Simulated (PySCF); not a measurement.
Isomers of C5H12Si3, one GFN2-xTB conformer each. Single-point energies are computed at PBE0/pcSseg-1 (PySCF, gas phase, no added dispersion term), electronic only.

```
                          SMILES  GFN2-xTB relative energy (kJ/mol)
   C#CC([SiH3])([SiH3])[SiH2]C=C                               94.5
      C#CC1[SiH2]C[SiH2]C[SiH2]1                                0.0
 C[Si@@H]1C[SiH2][C@H]1C#C[SiH3]                               32.2
C#C[Si@@H]1[SiH2]C[C@@H]1C[SiH3]                               89.2
 C#C[Si@@H]1[SiH2]C[C@H]1C[SiH3]                               89.8
C#C[SiH2][Si@@H]1C[SiH2][C@@H]1C                              106.9
   C#C[Si]([SiH3])([SiH3])C(=C)C                              124.6
```

Conformers: `[CH:1]#[C:2][C:3]([SiH3:4])([SiH3:5])[SiH2:6][CH:7]=[CH2:8]` with C2–C3–Si6–C7 177°, C3–Si6–C7–C8 102°; `[CH:1]#[C:2][CH:3]1[SiH2:4][CH2:5][SiH2:6][CH2:7][SiH2:8]1` with C2–C3–Si4–C5 67°, C3–Si4–C5–Si6 55°, Si4–C5–Si6–C7 -55°, C5–Si6–C7–Si8 55°; `[CH:1]#[C:2][Si@@H:3]1[SiH2:4][CH2:5][C@@H:6]1[CH2:7][SiH3:8]` with C5–C6–C7–Si8 60°, C2–Si3–Si4–C5 -96°, Si3–Si4–C5–C6 -14°, Si4–C5–C6–C7 142°, C2–Si3–C6–C5 101°; `[CH:1]#[C:2][Si@@H:3]1[SiH2:4][CH2:5][C@H:6]1[CH2:7][SiH3:8]` with C5–C6–C7–Si8 -61°, C2–Si3–Si4–C5 -120°, Si3–Si4–C5–C6 13°, Si4–C5–C6–C7 -142°, C2–Si3–C6–C5 133°; `[CH:1]#[C:2][SiH2:3][Si@@H:4]1[CH2:5][SiH2:6][C@@H:7]1[CH3:8]` with C2–Si3–Si4–C5 50°, Si3–Si4–C5–Si6 -107°, Si4–C5–Si6–C7 -9°, C5–Si6–C7–C8 131°, Si3–Si4–C7–Si6 107°; `[CH:1]#[C:2][Si:3]([SiH3:4])([SiH3:5])[C:6](=[CH2:7])[CH3:8]` with C2–Si3–C6–C7 128°.

Question: What does PBE0/pcSseg-1 give for the same structures?

Answer: 
| SMILES | PBE0/pcSseg-1 E (Eh) | PBE0/pcSseg-1 (kJ/mol) | GFN2-xTB (kJ/mol) | point group |
| --- | --- | --- | --- | --- |
| C#CC1[SiH2]C[SiH2]C[SiH2]1 | -1065.53430 | 0.0 | 0.0 | Cs |
| C[Si@@H]1C[SiH2][C@H]1C#C[SiH3] | -1065.51768 | 43.6 | 32.2 | C1 |
| C#C[SiH2][Si@@H]1C[SiH2][C@@H]1C | -1065.49946 | 91.5 | 106.9 | C1 |
| C#C[Si@@H]1[SiH2]C[C@@H]1C[SiH3] | -1065.47656 | 151.6 | 89.2 | C1 |
| C#C[Si@@H]1[SiH2]C[C@H]1C[SiH3] | -1065.47591 | 153.3 | 89.8 | C1 |
| C#C[Si]([SiH3])([SiH3])C(=C)C | -1065.47340 | 159.9 | 124.6 | C1 |
| C#CC([SiH3])([SiH3])[SiH2]C=C | -1065.46109 | 192.2 | 94.5 | C1 |

Both levels put the same isomer lowest; measured from each level's own lowest isomer, the values differ by up to 97.7 kJ/mol (C#CC([SiH3])([SiH3])[SiH2]C=C: 94.5 against 192.2). As drawn, the highest has a C=C bond outside aromatic rings, which the lowest lacks. Neighbours under 10 kJ/mol apart (C#C[Si@@H]1[SiH2]C[C@@H]1C[SiH3] and C#C[Si@@H]1[SiH2]C[C@H]1C[SiH3]; C#C[Si@@H]1[SiH2]C[C@H]1C[SiH3] and C#C[Si]([SiH3])([SiH3])C(=C)C) can change places with a better method, another conformer or zero-point energy. C#C[Si@@H]1[SiH2]C[C@@H]1C[SiH3] and C#C[Si@@H]1[SiH2]C[C@H]1C[SiH3] are stereoisomers, 1.7 kJ/mol apart in the conformers taken.

Question: Which frontier levels, dipoles and rotational constants go with these structures?

Answer: 
```tsv
SMILES	HOMO (eV, PBE0/pcSseg-1)	LUMO (eV)	dipole (D)	A, B, C (MHz)
C#CC1[SiH2]C[SiH2]C[SiH2]1	-7.27	0.41	0.50	1428, 1059, 843.2
C[Si@@H]1C[SiH2][C@H]1C#C[SiH3]	-6.81	-0.12	2.70	1964, 541.3, 462.6
C#C[SiH2][Si@@H]1C[SiH2][C@@H]1C	-7.42	-0.56	0.54	1518, 858.5, 782.6
C#C[Si@@H]1[SiH2]C[C@@H]1C[SiH3]	-7.22	-0.53	0.42	1450, 784.8, 574.0
C#C[Si@@H]1[SiH2]C[C@H]1C[SiH3]	-7.18	-0.56	0.35	1571, 690.0, 521.4
C#C[Si]([SiH3])([SiH3])C(=C)C	-7.52	-0.59	0.77	987.4, 926.3, 841.1
C#CC([SiH3])([SiH3])[SiH2]C=C	-7.33	-0.67	1.00	1465, 818.4, 805.4
```
